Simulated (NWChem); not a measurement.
Species: CH5BrSi; SMILES [SiH2](Br)C

This build's default masses of Se (78.918 u) and Br (79.917 u) are each other's, which moves their modes by up to 0.6 %.

Problem. Give the equilibrium geometry at PBE0/def2-SVP (NWChem) as a Z-matrix, with the point group.

Solution. point group Cs; any orientation.
```
Si
H 1 1.4908
H 1 1.4908 2 109.36
C 1 1.8678 2 111.55 3 -123.88
H 4 1.1002 1 110.72 2 -178.83
H 4 1.1002 5 108.42 1 -121.65
H 4 1.1020 5 108.45 6 -117.57
Br 1 2.2372 2 107.26 3 116.01
```
